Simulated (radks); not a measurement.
Valence configurations of As III (all share [Ar]). Calculated with a radial shooting solver on a logarithmic mesh with Libxc functionals: Dirac Kohn-Sham, PBE, spin-unpolarised, spherical densities, point nucleus; open shells fill j = l - 1/2 first. Energies are relative to 3d10 4s2 4p1; eigenvalues in eV.

valence           E (eV)  e(3d3/2)  e(3d5/2)  e(4p1/2)  e(4p3/2)  e(4s1/2)
3d10 4s2 4p1       0.000   -62.271   -61.540   -22.891         -   -33.388
3d10 4s1.5 4p1.5   5.265   -63.040   -62.308   -23.255         -   -33.816
3d10 4s1 4p2      10.560   -63.796   -63.063   -23.611         -   -34.232
3d9.5 4s2 4p1.5   20.438   -68.006   -67.253   -24.121         -   -35.019
3d10 4p3          21.664   -65.404   -64.669   -24.364   -23.940         -
3d9.5 4p3.5       43.151   -71.096   -70.339   -25.553   -25.095         -
3d9 4s2 4p2       43.158   -73.869   -73.093   -25.321         -   -36.609
3d9 4s1 4p3       54.982   -75.417   -74.640   -26.036   -25.555   -37.444
3d9 4p4           66.934   -76.922   -76.143   -26.721   -26.229         -
3d8 4s2 4p3       96.281   -86.098   -85.276   -27.716   -27.176   -39.764

NIST lists [Ar] 3d10 4s2 4p1 as the ground configuration; this level of theory agrees among the configurations tried. The energies are those of spherical spin-averaged densities, not of single terms.
